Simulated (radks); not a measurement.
Spherical quantum dot in the effective-mass picture: electrons in a well V = -V0 / (1 + exp((r - R)/a)) with V0 = 3.95, R = 13.5, a = 0.81, with a point charge +1 (a donor) at the centre, all in effective atomic units (hartree* = m*/eps^2 hartree, bohr* = eps/m* bohr), one dielectric constant everywhere. Calculated with a radial shooting solver with Libxc functionals: non-relativistic Kohn-Sham, LDA (Slater exchange, Perdew-Wang correlation), spin-polarised, spherical densities. Levels are named by radial order and angular momentum (1s, 1p, 1d, 2s, ...), and open shells are averaged over m. Results are scaled to m* = 0.492 and eps = 15.4, for which hartree* = 56.45 meV and bohr* = 1.656 nm.

N = 19, configuration 1s2 1p6 1d10 2s(up 1, down 0). This is the lowest configuration that the search found (a dilute case). Occupied and some empty levels:

level,occupation,eigenvalue (meV),<r> (nm)
1s up,1,-126.85,2.838
1s down,1,-124.00,15.15
2s up,1,-123.91,15.17
1p up,3,-123.25,15.42
1p down,3,-123.24,15.42
1d up,5,-121.84,15.64
1d down,5,-121.84,15.64
1f up,0,-119.83,15.87
1f down,0,-119.82,15.87
2s down,0,-118.82,4.374
1g up,0,-117.25,16.10
1g down,0,-117.24,16.10
2p up,0,-112.21,10.86
2p down,0,-111.92,11.28

Energy (meV): total -3322.97, kinetic 119.89, external -4324.6, Hartree 1037.1, exchange-correlation -155.41.
